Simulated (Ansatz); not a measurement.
Input for Ansatz (an electronic-structure program): R-CCSD(T)/cc-pV(D+d)Z on S4 (SMILES S=S(=S)=S). The basis file is the Basis Set Exchange's JSON of that set.

Ansatz 0.2 input:
```yaml
crystal:
  periodic: [false, false, false]
  atoms:
    - {symbol: S, position_ang: [-0.00000791, 0.00000000, -0.00000000]}
    - {symbol: S, position_ang: [1.91226118, -0.00000000, 0.00000000]}
    - {symbol: S, position_ang: [-0.95612664, 1.65608325, 0.00000000]}
    - {symbol: S, position_ang: [-0.95612664, -1.65608325, 0.00000000]}
basis:
  gaussian:
    orbitals: cc-pV_D+d_Z.json
magnetization: {spin_polarized: false}
correlation: {method: ccsd_t, electrons: outside_noble_gas}
scf: {lower_state_search: off}
```

Program output:

```
WARN ansatz: RAYON_NUM_THREADS=4 ignored (pool sized by the plan → 4); use --threads N
Functional definition: HF
these checks for a lower state are left out or cut short: stability, starts, cluster_reference, orbital_swaps, neighbouring_geometries, increment
integrals: 0.10 GiB planned
915 factors; integrals over basis functions are off by at most 1.4e-3 eV
mean field: 0.31 GiB planned
mean field evaluation 1: about -43262.8742 eV, gradient 3.6e1 eV
mean field evaluation 2: about -43263.5737 eV, gradient 3.7e1 eV
mean field evaluation 4: about -43267.3215 eV, gradient 2.3e0 eV
mean field evaluation 8: about -43267.3959 eV, gradient 1.2e-1 eV
mean field evaluation 16: about -43267.3960 eV, gradient 1.9e-6 eV
mean field -43267.39602610 eV, -1590.0474762649 hartree, gradient 1.9e-6 eV, S^2 0.000000; 0 other end points of the search recorded, 0 dependent functions left out
20 core orbitals not correlated
reference -43267.39602610 eV, -1590.0474762649 hartree; 12, 12 occupied and 60, 60 virtual orbitals, 915 factors
second order -15.05892398 eV of doubles, -0.00000000 eV of singles
coupled cluster: 0.23 GiB planned
cycle   1  -15.06827051 eV  change   -9.3e-3 eV  update   1.4e-1
cycle   2  -15.60731385 eV  change   -5.4e-1 eV  update   4.6e-2
cycle   3  -15.74901293 eV  change   -1.4e-1 eV  update   2.3e-2
cycle   4  -15.73715684 eV  change    1.2e-2 eV  update   6.4e-3
cycle   5  -15.73701974 eV  change    1.4e-4 eV  update   3.0e-3
cycle   6  -15.73575918 eV  change    1.3e-3 eV  update   5.9e-4
cycle   7  -15.73550142 eV  change    2.6e-4 eV  update   2.0e-4
cycle   8  -15.73559235 eV  change   -9.1e-5 eV  update   4.9e-5
cycle   9  -15.73559713 eV  change   -4.8e-6 eV  update   1.6e-5
perturbative correction -0.85966453 eV, -0.0315920886 hartree
Total energy: -43283.99128776 eV, -1590.6573408821 hartree
Checks for a lower state left out: stability, starts, cluster_reference, orbital_swaps, neighbouring_geometries, increment
```

Self-consistency was reached.

Cost: roughly 5 core-seconds.
